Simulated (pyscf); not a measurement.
**`[F][SiH2][C]([F])([F])[F]`, singlet**

Gas-phase minimum from PySCF at ωB97X-D3(BJ)/def2-SVP, one conformer. F–SiH₂–C(F)(F)–F lies 92.1 kcal/mol over its isomer F–CH₂–Si(F)(F)–F (electronic energy, ωB97M-D3(BJ)/def2-TZVP). 

```
C
F 1 1.3439
F 1 1.3440 2 107.58
F 1 1.3512 2 107.43 3 -115.33
Si 1 1.9224 2 112.64 3 124.70
F 5 1.6216 1 107.80 2 -60.21
H 5 1.4799 6 109.60 1 117.21
H 5 1.4799 7 113.82 6 -123.03
```
Charge 0, spin multiplicity 1.

Properties at ωB97X-D3(BJ)/def2-SVP:

```yaml
harmonic_wavenumbers_unscaled: 67, 130, 210, 284, 428, 505, 535, 649, 742, 757, 880, 933, 976, 1183, 1204, 1289, 2322, 2334 cm⁻¹
zero_point_energy: 22.1 kcal/mol
rotational_symmetry_number: 1
Entropy of this conformer at 298 K and 1 atm, rigid rotor and harmonic oscillator, modes under 100 cm⁻¹ raised to 100: 339.0 J/(mol K)
dipole_moment: 1.93 D
```

Single-point totals, which compare only within one level:

| level | total energy (hartree) |
|---|---|
| ωB97X-D3(BJ)/def2-TZVP | -728.50053 |
| PBE/def2-TZVP | -727.86659 |
| r²SCAN/def2-TZVP | -728.23132 |
| B3LYP-D3(BJ)/def2-TZVP | -728.46910 |
| PBE0-D3(BJ)/def2-TZVP | -727.89668 |
| M06-2X/def2-TZVP | -728.26884 |
| ωB97M-D3(BJ)/def2-TZVP | -728.55894 |

Soft torsions are taken as harmonic, which can shift the entropy by several J/(mol K).
